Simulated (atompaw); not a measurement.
## promethium: one change to a PAW (atompaw) potential, before and after

atompaw 4.2.0.5 input, output lines left out:

```
Pm 61
GGA-PBESOL scalarrelativistic loggrid 2001 logderivrange -5 5 251
6 6 5 4 0 0
6 0 1.5
6 1 0
5 2 0.5
4 3 5
0 0 0
c
c
c
c
v
v
c
c
c
v
v
c
c
v
v
3
3.00 2.95 2.60 2.25
n
n
y
4.05
n
y
1.05
n
modrrkj vanderbiltortho besselshape
4 1 ultrasoft
1.80
2.90
2.65
3.00
3.00
3.00
1.15
1.15
```

Change: core [Kr] 4d10 4f4, valence charge 11; reference 5s2 5p6 5d1 6s2 6p0; waves now 5s (bound): rc 2.20 bohr; 6s (bound): rc 2.70 bohr; 5p (bound): rc 1.75 bohr; 6p (bound): rc 2.70 bohr; 5d (bound): rc 2.70 bohr; 5d channel at 4.3 Ry: rc 2.55 bohr; local potential ultrasoft scheme with l = 3 at 1 Ry, radius 2.40 bohr; core correction smooth core density matched at 1.45 bohr; augmentation besselshape compensation charge, radius 2.00 bohr; PAW radius 2.70 bohr; waves and projectors: modrrkj vanderbiltortho.

Cutoffs: the cutoffs (Ry, on a coarse ladder) from which the occupation-weighted sum of valence levels, in a spherical-Bessel basis at the reference potential, stays within 10 and 1 mRy of its value at 400 Ry; they do not see the model core or the augmentation charge, which bear on the density cutoff.

**Question.** What does the change do?

**Answer.** The potential gets softer (100 Ry and 200 Ry → 15 Ry and 30 Ry); neither file shows a bound ghost. The shells moved into the core no longer need plane waves of their own. Several settings change at once here, so the effects cannot be laid on one of them.

| quantity | base | changed |
| --- | --- | --- |
| cutoff, loose | 100 Ry | 15 Ry |
| cutoff, tight | 200 Ry | 30 Ry |
| bound ghosts | none | none |
| lowest overlap eigenvalue by channel | s 0.47, p 0.93, d 0.64, f 0.03 | s 0.11, p 0.78, d 1.00 |

 The cutoffs see the waves, projectors and local potential, not the compensation charge or the core.
